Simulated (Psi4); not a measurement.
CH3BrOSi, singlet, at a GFN2-xTB geometry.

Input for Psi4:
```
memory 2 GB

molecule {
0 1
  Si    0.36510492   -0.84013000    0.98802464
  Br    0.65286551    0.94925600   -0.39587851
  O    -1.05748620   -1.41178726    0.53027137
  C    -2.07621134   -1.14994655   -0.38963278
  H    -1.84148825   -0.27554252   -1.00225324
  H    -2.19875343   -2.02174990   -1.03499573
  H    -3.00436246   -0.97087020    0.15627758
}

set basis cc-pvdz

energy('pbe0')
print_variables()
```

Q: What is the computed number of basis functions (PBE0/cc-pVDZ (Psi4))?

A: 88

Q: Estimate the total energy that PBE0/cc-pVDZ returns for this input.

A: -2978.088207 Ha

Q: Give the dipole moment at the level PBE0/cc-pVDZ.

A: 2.17 D

Q: What is the computed nuclear repulsion energy (PBE0/cc-pVDZ)?

A: 303.3539 Eh
